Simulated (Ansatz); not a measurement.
Reaction (redistribution): `Cl[Si](Cl)(Cl)I` + `OC1C[SiH2]1` → trichlorosilane + `OC1(I)C[SiH2]1`

Isolated molecules relaxed with PBE0-D4/def2-TZVP in Ansatz; ΔE leaves out vibrations. CCSD(T)/CBS adds triple-zeta CCSD(T) − MP2 to the extrapolated MP2 energy (def2 sets, frozen cores). This one scheme is used for every species. DFT in def2-TZVPP. B3LYP here is the variant with VWN-RPA as its local correlation; programs differ in this. def2 core potentials past Kr. For I outer-core shells are correlated without core-valence functions, which leaves a few kJ/mol of doubt a bond. Each species was taken in one conformer, which may not be the lowest.

| level | ΔE (kJ/mol) | difference from CCSD(T)/CBS |
| --- | --- | --- |
| PBE-D4 | 97.5 | -2.3 |
| B3LYP-D4 | 98.5 | -1.3 |
| B2PLYP | 96.9 | -2.9 |
| r2SCAN | 98.9 | -0.9 |
| PBE0 | 104.1 | 4.3 |
| B3LYP | 96.1 | -3.7 |
| MP2/def2-TZVPP | 99.2 | -0.6 |
| CCSD/def2-TZVPP | 98.5 | -1.3 |
| SCS-MP2/def2-QZVPP | 98.7 | -1.1 |
| CCSD/CBS(def2) | 103.3 | 3.5 |
| CCSD(T)/CBS | 99.8 | 0 |

Largest T1 diagnostic among the species: 0.011.

From PBE to PBE0 (25 % exact exchange), in def2-TZVPP and without D4, ΔE moves by +8.0 kJ/mol. In def2-TZVPP, CCSD(T) changes the Hartree–Fock value by −11.4 kJ/mol (the triples alone add −3.5 kJ/mol) and MP2 by −7.3 kJ/mol.
